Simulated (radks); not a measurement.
Q: The lanthanum ion La+, 56 electrons, occupied as [Xe] 5d2. Calculated with a radial shooting solver on a logarithmic mesh with Libxc functionals: scalar-relativistic Kohn-Sham, r2SCAN, spin-polarised, spherical densities, finite nucleus; open shells are filled with parallel spins first (spin-orbit coupling, left out, can overturn this in heavy ions); meta-GGA in the generalised Kohn-Sham scheme; Fermi nuclear charge, rms radius 4.855 fm. Some entries of the table are withheld. Estimate them.

orbital  occ.  eigenvalue (eV)  <1/r> (bohr^-1)  r(max) (bohr)
1s down     1        -38817.32            62.01        0.01608
1s up       1        -38817.30            62.01        0.01608
2s up       1        -6201.254            14.29        0.09089
2s down     1        -6201.170            14.29        0.09089
2p up       3        -5555.101            13.55        0.07314
2p down     3        -5555.044            13.55        0.07314
3s up       1        -1336.386            5.187         0.2600
3s down     1        -1336.372            5.187         0.2600
3p up       3        -1128.846            4.909         0.2546
3p down     3        -1128.826            4.909         0.2546
3d up       5        -830.9700            4.646         0.2104
3d down     5        -830.9175            4.646         0.2104
4s up       1        -275.6471            2.145         0.6084
4s down     1        -275.5476            2.145         0.6084
4p up       3        -207.7509            1.980         0.6352
4p down     3        -207.6638            1.980         0.6353
4d up       5        -109.1839            1.722         0.6715
4d down     5        -109.0968            1.722         0.6716
5s up       1         -43.8399              (1)          1.419
5s down     1         -43.2532              (2)          1.412
5p up       3         -27.2617           0.7104          1.601
5p down     3         -26.2934           0.7236          1.586
5d up       2          -7.4973           0.4545          2.234
5d down     0          -5.4858           0.4722          2.144

A: 
(1) 5s up <1/r> (bohr^-1): 0.8338
(2) 5s down <1/r> (bohr^-1): 0.8426
